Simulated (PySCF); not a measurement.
Screening by computed properties: pick the candidate that meets the target.

Each SMILES stands for a single optimised conformer of the isolated species, non-relativistic unless stated. Electronic properties by PySCF.

The conformers computed, where there is a choice (atom-mapped SMILES and torsion angles):
- `[SiH3:1]/[CH:2]=[CH:3]\[SiH2:4][O:5][SiH3:6]`: C2–C3–Si4–O5 168°
- `[NH2:1][c:2]1[cH:3][cH:4][cH:5][cH:6][c:7]1[Cl:8]`: H–N1–C2–C3 22°, H–N1–C2–C3 165°
- `[CH:1]#[C:2][Si@@H:3]([C:4]#[C:5][SiH3:6])[O:7][CH3:8]`: C2–Si3–O7–C8 -61°

(1) Wanted: dipole moment below 1 D (PBE0/def2-SVPD) and static isotropic polarisability above 103 au (PBE0/def2-SVPD), at GFN2-xTB geometries. Which candidate meets both?
A. `C#C[SiH2]C#C[SiH3]`
B. `[SiH3]/C=C\[SiH2]O[SiH3]`
C. `Nc1ccccc1Cl`
D. `C#C[Si@@H](C#C[SiH3])OC`

(2) Wanted: electronic spatial extent ⟨r²⟩ about the centre of nuclear charge between 1300 bohr² and 2000 bohr² (PBE0/def2-SVPD) and HOMO–LUMO gap below 7.3 eV (PBE0/def2-SVPD), at GFN2-xTB geometries. Which candidate meets both?
A. `Nc1ccccc1Cl`
B. `C#C[SiH2]C#C[SiH3]`
C. `[SiH3]/C=C\[SiH2]O[SiH3]`
D. `C#C[Si@@H](C#C[SiH3])OC`

## Answers

(1) B. Computed values:
| species | dipole moment | static isotropic polarisability |
| --- | --- | --- |
| C#C[SiH2]C#C[SiH3] | 0.30 D | 99.8 au |
| [SiH3]/C=C\[SiH2]O[SiH3] | 0.80 D | 106.5 au |
| C#C[Si@@H](C#C[SiH3])OC | 1.46 D | 113.5 au |
| Nc1ccccc1Cl | 1.83 D | 91.6 au |

(2) C. Computed values:
| species | electronic spatial extent ⟨r²⟩ about the centre of nuclear charge | HOMO–LUMO gap |
| --- | --- | --- |
| Nc1ccccc1Cl | 1081 bohr² | 5.76 eV |
| C#C[SiH2]C#C[SiH3] | 1550 bohr² | 7.46 eV |
| [SiH3]/C=C\[SiH2]O[SiH3] | 1915 bohr² | 6.90 eV |
| C#C[Si@@H](C#C[SiH3])OC | 2107 bohr² | 7.05 eV |
